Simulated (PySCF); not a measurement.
# Spin states and ions at one geometry of [WO3(OH)]−

PySCF 2.14.0, RKS TPSS, W def2-SVP with ECP60, O def2-SVP, H def2-SVP; non-relativistic Hamiltonian with scalar-relativistic core potentials where named; density fitting; no spin-orbit coupling; singlets restricted, open shells unrestricted. The geometry is relaxed for charge -1, singlet, vacuum:

```xyz
6

W     0.0000   -0.0220   -0.0443
O     1.4380    0.0203   -1.0752
O     0.0000    1.3558    1.0643
O    -1.4380    0.0203   -1.0752
O     0.0000   -1.6852    1.0067
H     0.0000   -2.4943    0.4652
```

Energies count from the relaxed state; an electron taken off or put on is at rest in vacuum. Charges and spins are Mulliken's.

| state | energy (eV) | spin squared | charge on W1 (e) | spin on W1 (e) | dipole about the centre of mass (D) |
| --- | --- | --- | --- | --- | --- |
| charge -1, singlet, vacuum | 0.00 | 0.00 | 0.81 | 0.00 | 3.24 |
| charge 0, doublet, vacuum | 4.46 | 0.77 | 1.11 | -0.17 | 2.45 |

Q: What does the state charge -1, triplet, vacuum give?

A: energy (eV) 4.81, spin squared 2.01, charge on W1 (e) 0.67, spin on W1 (e) 0.61, dipole about the centre of mass (D) 1.80.

With an electron taken off (doublet) the charges change, summed by element, by W +0.30 e, O +0.66 e, H +0.04 e. The vertical ionisation energy is 4.46 eV, against −ε(HOMO) = 1.19 eV of the relaxed state. The level lies 3.3 eV too high, as is usual for semilocal functionals and global hybrids, which keep a self-interaction error.

Open shells may have lower solutions than those found.

No frequency check is given that shows the relaxed geometry to be a minimum.
